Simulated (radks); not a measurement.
Values are calculated unless marked as measured or tabulated.
Effect of the nuclear size on the nickel ion Ni3+, [Ar] 3d7. Code: a radial shooting solver on a logarithmic mesh with Libxc functionals. Model: Dirac Kohn-Sham, exchange-only LDA, spin-unpolarised, spherical densities, finite nucleus; open shells are shared between the two j in proportion to 2j + 1; Fermi nuclear charge, rms radius 3.7757 fm. The rms radius is varied about that value; shifts are against it.

rms radius (fm),total energy shift (eV),density at nucleus (e/bohr^3),1s1/2 shift (meV),2s1/2 shift (meV),3s1/2 shift (meV),4s1/2 (empty) shift (meV)
3.2886,-0.0380,1.962e+04,-16.1,-1.50,-0.226,-0.029
3.485,-0.0232,1.957e+04,-9.89,-0.921,-0.139,-0.018
3.7757,0,1.949e+04,0.000,0.000,0.000,0.000
4.1193,0.0298,1.941e+04,12.7,1.18,0.178,0.023
4.6781,0.0834,1.929e+04,35.5,3.30,0.498,0.063

Slopes of the eigenvalues against <r^2> in GHz/fm^2, as finite differences over the two radii next to the reference (eigenvalue slopes, not the field-shift constants of lines): 1s1/2 1130, 2s1/2 105, 3s1/2 15.9, 4s1/2 (empty) 2.01.
